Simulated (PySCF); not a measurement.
Gas-phase reaction: 6 S ⇌ S6

Energies from PySCF, thermal terms from the rigid-rotor harmonic-oscillator model, ideal gas at 1 bar. † marks an energy on the PBE0/def2-TZVP geometry and frequencies; other levels use their own. Open shells (unrestricted): S (multiplicity 3); the rest are closed-shell singlets. Spin-orbit splitting is ignored; it lowers the true energy and changes the entropy of S.

PBE/def2-SVP gives ΔH°(298 K) = -1617 kJ.

Task: What do BLYP/def2-TZVP†, PBE/def2-TZVP†, M06-2X/def2-TZVP† give?

Result: BLYP/def2-TZVP†: -1517 kJ; PBE/def2-TZVP†: -1708 kJ; M06-2X/def2-TZVP†: -1582 kJ. For scale, ΔH°(298 K) is -1617 kJ at this level, -1611 kJ at ωB97M-V/def2-TZVP†, and runs from -2103 to -486 kJ over the 19 levels computed († marks an energy on the PBE0/def2-TZVP geometry).
